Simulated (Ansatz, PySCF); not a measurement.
Species: TlCl, net charge 1, doublet state. 
Geometry from a B3LYP-D3(BJ)/def2-TZVP (Ansatz, a quantum-chemistry and plane-wave program) optimisation:
```xyz
2

Tl     0.0000     0.0000    -0.4591
Cl     0.0000     0.0000     2.1874
```
Charge +1, spin multiplicity 2.

Total electronic energies in hartree. Correlated levels leave the core frozen unless marked. UHF or UKS for open shells. No spin-orbit coupling. The frozen core is the preceding noble-gas configuration, with the filled d and f shells of earlier blocks. In def2 rows, elements after Kr have scalar-relativistic effective core potentials. CBS marks a two-point X^-3 extrapolation of the correlation energy; Hartree-Fock from the larger set. [CCSD(T)-MP2]/basis is that difference in the basis named.

| level | program | energy (Eh) |
|---|---|---|
| HF/def2-SVP | Ansatz | -630.63515 |
| HF/def2-TZVPPD | Ansatz | -630.79373 |
| HF-D4/def2-TZVPD | PySCF + dftd4 | -630.79599 |
| PBE/def2-TZVPD | Ansatz | -632.30291 |
| PBE-D4/def2-TZVPD | Ansatz + dftd4 | -632.30439 |
| BLYP/def2-TZVPD | Ansatz | -632.44372 |
| TPSS-D3(BJ)/def2-TZVPD | PySCF + dftd3 | -632.43303 |
| M06-L/def2-TZVPD | PySCF | -632.56283 |
| BHLYP-D3(BJ)/def2-TZVPD | Ansatz + dftd3 | -632.33816 |
| TPSSh-D3(BJ)/def2-TZVPD | PySCF + dftd3 | -632.41175 |
| HSE06-D3(BJ)/def2-TZVPD | Ansatz + dftd3 | -632.29362 |
| LC-wPBE-D4/def2-TZVPD | Ansatz + dftd4 | -632.34366 |
| B2GP-PLYP/def2-TZVPD | Ansatz | -631.86327 |
| B2PLYP-D4/def2-TZVPD | Ansatz + dftd4 | -632.00190 |
| MP2/def2-QZVPPD | Ansatz | -631.01656 |
| RI-MP2/def2-TZVPPD | Ansatz | -630.98492 |
| CCSD/def2-QZVPP | Ansatz | -631.04474 |
| CCSD/def2-QZVPPD | Ansatz | -631.04485 |
| CCSD(T)/def2-TZVPP | Ansatz | -631.02123 |
| CCSD(T)/def2-QZVPPD | Ansatz | -631.05443 |
| RI-MP2/CBS(def2-TZVPP,def2-QZVPP)+[CCSD(T)-MP2]/def2-SVP | Ansatz | -631.0575 |
| RI-MP2/CBS(def2-TZVPP,def2-QZVPP)+[CCSD(T)-MP2]/def2-QZVPP | Ansatz | -631.0681 |
| CCSD(T)/CBS(def2-TZVPPD,def2-QZVPPD) | Ansatz | -631.0677 |

Totals of different functionals don't rank their quality; only differences between species are comparable.
